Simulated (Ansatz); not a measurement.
Gas-phase electronic energies from Ansatz, PBE0-D4/def2-TZVP geometries. CCSD(T)/CBS is the MP2 limit (def2-TZVPP, def2-QZVPP) plus CCSD(T) − MP2 in def2-TZVPP, frozen cores. Functionals use def2-TZVPP. B3LYP here is the variant with VWN-RPA as its local correlation; programs differ in this. For Ge outer-core shells are correlated without core-valence functions, which leaves a few kJ/mol of doubt a bond. Scalar relativity is left out up to krypton. One conformer a species, not always the lowest.

Reaction (substitution at a C–N bond): `CC(C)[NH][Ge]([Cl])([Cl])[Cl]` + `O[SiH](F)F` → `CC(C)O[SiH](F)F` + `[NH2][Ge]([Cl])([Cl])[Cl]`

(1) Is it downhill or uphill in electronic energy at CCSD(T)/CBS, and by how much? (Best estimate.)

(2) What do these levels give: PBE-D4, r2SCAN-D4, B3LYP-D4, ωB97X-V, B2PLYP, PBE, B3LYP, MP2/def2-TZVPP, SCS-MP2/def2-TZVPP, CCSD/def2-TZVPP, HF/def2-QZVPP, HF/CBS(def2)? (Best estimate.)

Largest T1 diagnostic among the species: 0.011.

Answers

(1) The calculation gave: Uphill: ΔE = +4.4 kcal/mol.

(2) Computed: PBE-D4 3.5, r2SCAN-D4 2.5, B3LYP-D4 2.6, ωB97X-V 2.8, B2PLYP 2.6, PBE 2.5, B3LYP 1.1, MP2/def2-TZVPP 5.7, SCS-MP2/def2-TZVPP 4.4, CCSD/def2-TZVPP 3.6, HF/def2-QZVPP -0.3, HF/CBS(def2) -0.3 kcal/mol.

The D4 term adds +1.5 kcal/mol with B3LYP and +1.0 kcal/mol with PBE0; it sums over pairs of atoms, weighted by their polarisabilities, and B3LYP, whose exchange is more repulsive, gets the larger term. In def2-TZVPP, CCSD(T) changes the Hartree–Fock value by +4.4 kcal/mol (the triples alone add +0.6 kcal/mol) and MP2 by +5.9 kcal/mol.
